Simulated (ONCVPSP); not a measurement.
## Which change was made? (Cl, ONCV)

* Element: chlorine (Cl)
* Generator: ONCVPSP 4.0.1
* Type: optimised norm-conserving Vanderbilt (ONCV)
* Functional: PBE
* Relativity: scalar-relativistic
* Frozen core: [Ne]
* Valence charge: 7
* Reference configuration: 3s2 3p4.75 (charge +0.25)
* Partial waves: 3s: rc 1.35 bohr, ncon 5, nbas 9, qcut 4.3 1/bohr, 2 projectors, debl 1.4 Ha; 3p: rc 1.15 bohr, ncon 3, nbas 8, qcut 6.8 1/bohr, 2 projectors, debl 2.6 Ha; d scattering state at 0.39 Ha: rc 1.25 bohr, ncon 5, nbas 9, qcut 6.9 1/bohr, 2 projectors, debl 0.3 Ha
* Local potential: polynomial inside 0.90 bohr (lpopt 3, dvloc0 1 Ha)
* Core correction: Teter function, fcfact 3, rcfact 1.75

Cutoffs, loose and tight: the cutoffs (Ha) at which the residual kinetic energy of the hardest occupied pseudo-wave falls to 1 and 0.1 mHa per electron. They do not see the model core or the augmentation charge, which bear on the density cutoff. Test errors are all-electron minus pseudo excitation energies from the reference, over the configurations 3s2 3p5; 3s2 3p4; 3s2 3p3; 3s1 3p6; variants that change the core or the reference have their own tests.

The base gives: outcome: generated; cutoff, loose: 75 Ha; cutoff, tight: 114 Ha; bound ghosts: none; GHOST(+) flags above zero: s, d; largest test error (meV): -1.7.

Problem. After one change the result is: outcome: generated; cutoff, loose: 75 Ha; cutoff, tight: 114 Ha; bound ghosts: s; GHOST(+) flags above zero: s, d; largest test error (meV): -1.7. Which change was it?
A. core correction Teter function, fcfact 3, rcfact 1.16
B. s: nproj 3
C. p: rc 1.02

Solution. B. The others give: core correction Teter function, fcfact 3, rcfact 1.16 → outcome: generated; cutoff, loose: 75 Ha; cutoff, tight: 114 Ha; bound ghosts: none; GHOST(+) flags above zero: s, d; largest test error (meV): +4.5 | p: rc 1.02 → outcome: generated; cutoff, loose: 75 Ha; cutoff, tight: 218 Ha; bound ghosts: none; GHOST(+) flags above zero: s, p, d; largest test error (meV): -10.
